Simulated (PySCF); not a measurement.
# KSn⁺ at UHF-CCSD

Level: UHF-CCSD. PySCF, scalar-relativistic core potentials, basis sets K def2-SVP, Sn def2-SVP with ECP28.

```
state                          : ³Π (triplet), unpaired electrons σ ↑, π ↑
bond length                    : 0.3985 nm
harmonic wavenumber            : 66.6 cm⁻¹
force constant                 : 0.0768 mdyn/Å
rotational constant Be         : 0.03610 cm⁻¹
anharmonicity ωexe             : 0.417 cm⁻¹
vibration–rotation constant αe : 0.000280 cm⁻¹
well depth De to K⁺ + Sn       : 7.1 kcal/mol
dissociation energy D0         : 7.0 kcal/mol
```

Correlated steps freeze 9 core orbitals. The bond is weak. Basis-set superposition, not corrected here, can be much of De in a small basis, most of all at correlated wavefunction levels. These are scalar-relativistic numbers at best; spin–orbit coupling would shift them, the dissociation energy most. For an ion De counts to the pair picked by the measured ionisation energies or electron affinities, which need not be the lowest pair at this level. The state was picked by a PBE0 search and need not be the measured ground state.
